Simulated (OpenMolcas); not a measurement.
## Os VII: effect of the level shift or regulariser

* Program: OpenMolcas 26.06
* Basis: ANO-RCC-VQZP [9s8p6d4f3g2h]
* Scalar Hamiltonian: DKH2, point nucleus
* Active space: 2 electrons in 10 orbitals (5d 6d)
* State averaging: 2S+1 = 3 even, 10 roots; 2S+1 = 1 even, 15 roots
* Spin-orbit coupling: RASSI with atomic mean-field integrals over the reference wave functions, term energies averaged over their components

Methods on the same reference wave functions:
A. CASSCF
B. SS-CASPT2, IPEA 0.25 Eh, imaginary shift 0.1 Eh (closed shells correlated: 5s 5p)
C. SS-CASPT2, IPEA 0.25 Eh, sigma2 regulariser 0.3 Eh (closed shells correlated: 5s 5p)

Energies in eV above 5d2 3F2, the measured ground level; measured values from van het Hof, Joshi, Wyart and Sugar, J. Res. Natl. Inst. Stand. Technol. 100, 687 (1995).

```tsv
Level	A	B	C	Measured
5d2 3F2	0.0000	0.0000	0.0000	0.0000
5d2 3F3	1.2157	1.256	1.256	1.2780
5d2 3F4	2.2093	2.215	2.215	
5d2 3P0	2.2585	2.059	2.059	1.9635
5d2 3P1	2.9666	2.806	2.806	2.7398
5d2 1G4	4.1013	3.916	3.916	3.8775
5d2 3P2 [56 %]	4.3128	4.094	4.094	4.1072
5d2 1S0	7.8335	7.220	7.220	7.1551
```

Deviations, from unrounded energies. A percentage is the sum of absolute deviations over the sum of measured energies, with the sign that they share, or ± where signs differ.

```tsv
Against measurement	Levels	A	B	C
mean absolute deviation (cm-1)	6	2300	400	400
fine structure of the ground term (%)	1	-4.9	-1.7	-1.7
other terms of the ground configuration (%)	5	+8.2	±1.4	±1.4
```

B, C lie about equally close to measurement and A furthest from it. The largest miss of C in the table is 5d2 3P0, by +770 cm-1. The ranking rests on the paired levels alone, and a cruder setting can come out closer through cancelling errors.

Between B and C no level of the table moves by more than 5 cm-1.

The two smallest mean deviations differ by little beside CASPT2's spread within terms, so their order carries little weight.

From A to B the spin-free energies of the other terms of 5d2 shown, above 3F, scale by factors of 0.88 to 0.89, as is usual when dynamic correlation screens the repulsion within a d or f shell.

The lowest spin-free term lies below A's lowest term by 0.248 hartree in B, 0.248 hartree in C.

CASPT2 does not keep the components of a term degenerate, so their means are used; among the terms shown or strongly mixed into the levels shown the widest spread is 460 cm-1 (5d2 3F, C). Active for correlation alone: 6d; no level in the range computed is led by a configuration that fills it, so any true level of that kind is missing. Without dynamic correlation excited terms often stand tens of per cent too high (terms of higher spin than the ground term too low), and those without a measured partner can miss by more than the paired ones (holds for A). Computed and measured levels are paired by configuration, term and J; levels that our copy of the source lacks, or whose pairing is in doubt (as where it misses far off the trend of its configuration), stay unpaired and out of the deviations. Levels of configurations outside the active space are missing. Levels that lie high or do not pair safely by name in every column are left out.

A share in square brackets marks a mixed level and gives the weight of the term that names it, the lowest over the columns.
